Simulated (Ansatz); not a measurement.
**A barrier at the coupled-cluster level**

Start structure (TiHCl3O, singlet), relaxed at PBE0-D4/def2-TZVP:

| atom | x (Å) | y (Å) | z (Å) |
| --- | --- | --- | --- |
| Ti1 | -0.2061 | 0.2961 | 0.0772 |
| Cl2 | -2.1178 | -0.3061 | -0.7775 |
| O3 | 1.0384 | -0.7900 | -0.4850 |
| H4 | 1.3483 | -1.6949 | -0.5387 |
| Cl5 | 0.2821 | 2.3337 | -0.5237 |
| Cl6 | -0.3450 | 0.1613 | 2.2476 |

The step: TiHCl₃O ([OH][Ti]([Cl])([Cl])[Cl]) → TiCl₂O ([O][Ti]([Cl])[Cl]) + HCl (still joined by a long Ti–Cl bond); bonds formed: Cl2–H4; bonds broken: O3–H4; bonds weakened to dative contacts: Ti1–Cl2. Computed with Ansatz 0.2.0 (basis: def2-TZVPP and def2-QZVPP); correlated methods freeze the cores. Extrapolation: Hartree–Fock as exp(−7.88 √X), correlation as X^−2.97. Energies below are by CCSD(T) at an estimated basis limit (MP2 extrapolated from triple and quadruple zeta, plus CCSD(T) − MP2 in triple zeta).

Q: What are the electronic barrier and the energy of the step, from the start structure to the end structure? (To be estimated.)

A: By the calculation: Barrier 159.8 kJ/mol; step energy 147.1 kJ/mol (uphill); reverse barrier, their difference, 12.6 kJ/mol. Barrier and step energy count from the start structure, the reverse barrier from the end structure.

The saddle point: One imaginary mode of 301i cm⁻¹.
```tsv
pair	start (Å)	saddle (Å)	end (Å)
Cl2–H4	3.74	1.36	1.29
Ti1–Cl2	2.18	2.49	2.55
O3–H4	0.96	1.67	2.66
```

Zero-point energy (harmonic, PBE0-D4): ZPE is 43.5 kJ/mol at the start and 35.4 kJ/mol at the saddle, so the barrier goes from 159.8 to 151.7 kJ/mol.

No T1 diagnostic of these runs exceeds 0.026. The T1 diagnostic is large here, which may signal multireference character or strong orbital relaxation, so CCSD(T) is less sure.

Labels in which every atom is bracketed show which atoms are joined, not bond orders.

For scale, one of the runs: CCSD(T)/def2-TZVPP, 235 basis functions, launched by `ansatz run in.yaml --threads 8 --pin off --events-out ev --progress --plain --max-ram 19148MiB`. Hardware: 8 CPU threads of an Arm Neoverse V1, shared host. Wall time 2.2 min; peak host memory 4.2 GiB.
